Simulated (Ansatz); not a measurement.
Mulliken charges of C$_{2}$H$_{3}$FSi, SMILES `FC1=C[SiH2]1` from ωB97M-V/def2-TZVPP in Ansatz (PBE0-D4/def2-TZVP geometry).

| atom | x (Å) | y (Å) | z (Å) | charge (e) |
| --- | --- | --- | --- | --- |
| F1 | -0.097 | -2.279 | 0.145 | -0.177 |
| C2 | -0.051 | -0.961 | 0.099 | 0.109 |
| C3 | -0.343 | 0.017 | 0.941 | -0.208 |
| Si4 | 0.269 | 0.630 | -0.670 | 0.205 |
| H5 | -0.715 | 0.139 | 1.949 | 0.127 |
| H6 | -0.644 | 1.218 | -1.681 | -0.028 |
| H7 | 1.643 | 1.168 | -0.830 | -0.028 |

Problem. By hand: the dipole of these point charges (1 e Å = 4.8032 D).

Solution. Σ q r = (0.019, 0.375, -0.030) e Å, of length 0.377 e Å = 1.81 D.

Problem. How does the dipole of the full density compare? (Best estimate.)

Solution. Computed: (0.001, 0.285, 0.015) e Å, 1.37 D; the point charges give 1.32 times that, at 8° from its direction.

Point charges leave out the atoms' own dipoles, such as those of lone pairs, and Mulliken's split depends on the basis, so the two needn't agree.
